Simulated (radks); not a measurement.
Values are calculated unless marked as measured or tabulated.
Ionisation ladder of lithium, from Li I to Li III. Each ion is in the ground configuration listed by NIST, and IE = E(next ion) - E(this ion), with E = 0 for the bare nucleus. Code: a radial shooting solver on a logarithmic mesh with Libxc functionals. Model: non-relativistic Kohn-Sham, BLYP, spin-unpolarised, spherical densities, point nucleus; without spin polarisation the odd electron is poorly described.

species,configuration,E (hartree),"IE, Delta-SCF (eV)",-e(HOMO) (eV),HOMO,<r> HOMO (bohr),"IE, NIST (eV)",kind,error (eV)
Li I,[He] 2s1,-7.47498,5.321,2.754,2s,3.89,5.392,exp.,-0.071
Li II,[He],-7.27943,79.599,60.713,1s,0.579,75.640,theory,+3.959
Li III,1s1,-4.35423,118.48,99.281,1s,0.515,122.45,theory,-4.0

Reference values: NIST Atomic Spectra Database (exp. = measured, semi-emp. = semi-empirical, theory = theoretical value adopted there). The ionisation energy per charge of the ion left behind rises most, in proportion, at Li II ([He]), from 5.321 to 39.799 eV. Spin polarisation and multiplet splitting are left out, so open shells lie too high by an amount that depends on their filling.
